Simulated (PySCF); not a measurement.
# Two-component Hartree-Fock for Mn³⁺ (manganese, charge +3)

Start: [Ar] 3d3 4p1; 3d5/2 filled at m_j = +1/2, +3/2, +5/2; 4p3/2 filled at m_j = +3/2. Calculated with PySCF 2.14 in x2c-TZVPall-2c with one added diffuse shell each of s, p, d type (7s8p5d1f, 63 functions): generalised Hartree-Fock with the X2C-1e Hamiltonian and a Gaussian nucleus; one run each with spin-orbit coupling (SO) switched off, then screened by Boettger's factors. This is a chosen level, not necessarily the ground level.

```json
{"spinor shell": "1s1/2", "electrons": "2", "ε, spin-free (eV)": "-6646.5", "ε, screened SO (eV)": "-6646.5", "weight of nominal j (screened SO)": "1.000", "rms radius, screened SO (bohr)": "0.0703"}
{"spinor shell": "2s1/2", "electrons": "2", "ε, spin-free (eV)": "-853.26", "ε, screened SO (eV)": "-853.28", "weight of nominal j (screened SO)": "1.000", "rms radius, screened SO (bohr)": "0.302"}
{"spinor shell": "2p1/2", "electrons": "2", "ε, spin-free (eV)": "-726.71", "ε, screened SO (eV)": "-733.66", "weight of nominal j (screened SO)": "0.989", "rms radius, screened SO (bohr)": "0.271"}
{"spinor shell": "2p3/2", "electrons": "4", "ε, spin-free (eV)": "-726.71", "ε, screened SO (eV)": "-723.37", "weight of nominal j (screened SO)": "0.995", "rms radius, screened SO (bohr)": "0.274"}
{"spinor shell": "3s1/2", "electrons": "2", "ε, spin-free (eV)": "-151.65", "ε, screened SO (eV)": "-151.68", "weight of nominal j (screened SO)": "1.000", "rms radius, screened SO (bohr)": "0.894"}
{"spinor shell": "3p3/2", "electrons": "4", "ε, spin-free (eV)": "-112.88", "ε, screened SO (eV)": "-113.62", "weight of nominal j (screened SO)": "0.834", "rms radius, screened SO (bohr)": "0.946"}
{"spinor shell": "3p1/2", "electrons": "2", "ε, spin-free (eV)": "-112.88", "ε, screened SO (eV)": "-111.50", "weight of nominal j (screened SO)": "0.669", "rms radius, screened SO (bohr)": "0.944"}
{"spinor shell": "3d5/2", "electrons": "3", "ε, spin-free (eV)": "-62.449", "ε, screened SO (eV)": "-62.442", "weight of nominal j (screened SO)": "0.787", "rms radius, screened SO (bohr)": "1.07"}
{"spinor shell": "4p3/2", "electrons": "1", "ε, spin-free (eV)": "-29.958", "ε, screened SO (eV)": "-29.905", "weight of nominal j (screened SO)": "1.000", "rms radius, screened SO (bohr)": "2.76"}
```

```tsv
quantity	spin-free	screened SO
E (hartree)	-1154.65909	-1154.66951
M_J	6	6
⟨J²⟩	42.004	42.004
⟨L²⟩	20.003	20.014
⟨S²⟩	6.001	5.997
```

Each row is a mean over spinors that exchange with the open shell spreads, by up to 13.204 eV (3p3/2).

Rows whose weight is well below 1 are mixtures of j = l ± 1/2: exchange outweighs spin-orbit coupling there, and the label is only the starting occupation.

Without spin-orbit coupling the j labels of p, d and f shells carry no meaning; the spin-free column gives the mean over the occupied spinors of each nl shell.
